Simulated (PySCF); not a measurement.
## Fractional electron number in Ti (titanium, neutral)

The 4s beta orbital of [Ar] 3d2 4s2 is emptied in steps (occupation f), with all orbitals relaxed, ending at [Ar] 3d2 4s1. Calculation: PySCF 2.14, in jorge-DZP-DKH (8s6p2d1f, 43 functions); the spin-free X2C one-electron Hamiltonian (Gaussian nucleus). The exact energy is a straight line in f; departures are measured from the line between the end points of the same method.

Among UHF, LDA, PBE, which shows the largest delocalisation error (convex curve), and which is closest to linear?

Most convex: LDA (-0.646 eV at f = 0.4); closest to linear: UHF (0.036 eV).

```
  f  UHF (eV)  LDA (eV)  PBE (eV)
  1     0.000     0.000     0.000
0.8     0.026    -0.429    -0.413
0.6     0.038    -0.645    -0.621
0.4     0.036    -0.646    -0.622
0.2     0.023    -0.431    -0.412
  0     0.000     0.000     0.000
```

```tsv
method	E(f=0) − E(f=1) (eV)	−ε at f=1 (eV)	−ε at f=0.4 (eV)
UHF	5.524	5.698	5.485
LDA	6.857	4.186	7.393
PBE	6.623	4.053	7.141
```

Reference removal energy between the ground levels: 6.828 eV (measured; NIST Atomic Spectra Database, ionization energies). The calculation has no spin-orbit coupling. UHF lacks correlation.
